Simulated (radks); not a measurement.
Coulomb parameter of the 4f shell of the ytterbium ion Yb3+ in the model configuration [Xe] 4f12 6s1, as a second difference U = [E(n + 0.25) + E(n - 0.25) - 2 E(n)] / (0.25)^2 with all orbitals relaxed. "Bare": the charge of the atom changes with n. "Screened": the 6s shell takes up the change at fixed total charge, which measures U(4f,4f) + U(6s,6s) - 2 U(4f,6s). Method: scalar-relativistic Kohn-Sham, PBE, spin-unpolarised, spherical densities, point nucleus; computed with a radial shooting solver on a logarithmic mesh with Libxc functionals.

| case | configuration | E - E(n) (eV) |
|---|---|---|
| start | [Xe] 4f12 6s1 | 0.000 |
| bare +0.25 | [Xe] 4f12.25 6s1 | -11.071 |
| bare -0.25 | [Xe] 4f11.75 6s1 | 12.408 |
| screened +0.25 | [Xe] 4f12.25 6s0.75 | -4.766 |
| screened -0.25 | [Xe] 4f11.75 6s1.25 | 5.337 |

U(bare) = 21.393 eV, U(screened by 6s) = 9.124 eV, against the Slater integral F0(4f,4f) = 36.136 eV with frozen orbitals.
